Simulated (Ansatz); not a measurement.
Basis sets compared for SbBr3. Charge 0, multiplicity 1. Geometry r2SCAN-D4/def2-SVP. Ansatz on 4 threads of Intel Xeon 6975P-C on a shared host; times are rough, and most runs start from earlier orbitals.

```xyz
4

Sb    0.3528   -0.2830    0.7879
Br   -2.1335    0.1674    0.6661
Br    0.5849   -1.7687   -1.2464
Br    1.1958    1.8844   -0.2077
```

In the def2 sets Sb takes a core potential; there is no spin–orbit coupling.

Binding counts from free atoms (Sb quartet, Br doublet) in the same basis, without a counterpoise term.

| level | functions | energy (Eh) | HOMO (eV) | LUMO (eV) | binding per atom (eV) | wall time |
| --- | --- | --- | --- | --- | --- | --- |
| PBE-D4/def2-SVP | 122 | -7960.7590 | -6.94 | -3.00 | 2.28 | 0.55 s |
| PBE-D4/def2-TZVP | 194 | -7961.7112 | -7.10 | -3.12 | 2.32 | 1 s |
| r2SCAN-D4/def2-TZVP (with forces) | 194 | -7962.9142 | -7.41 | -3.00 | 2.22 | 2.4 s |
| PBE0-D4/def2-SVP | 122 | -7961.0296 | -8.07 | -2.34 | 2.13 | 1.2 s |
| PBE0-D4/def2-TZVP | 194 | -7961.9809 | -8.17 | -2.40 | 2.19 | 2.5 s |

Q: Estimate the rows for PBE-D4/def2-TZVPD, r2SCAN-D4/def2-TZVPD, PBE0-D4/def2-TZVPD.

A: 
```tsv
level	functions	energy (Eh)	HOMO (eV)	LUMO (eV)	binding per atom (eV)	wall time
PBE-D4/def2-TZVPD	227	-7961.7129	-7.14	-3.20	2.33	1.6 s
r2SCAN-D4/def2-TZVPD	227	-7962.9157	-7.43	-3.05	2.22	2.8 s
PBE0-D4/def2-TZVPD	227	-7961.9826	-8.20	-2.49	2.20	3.3 s
```
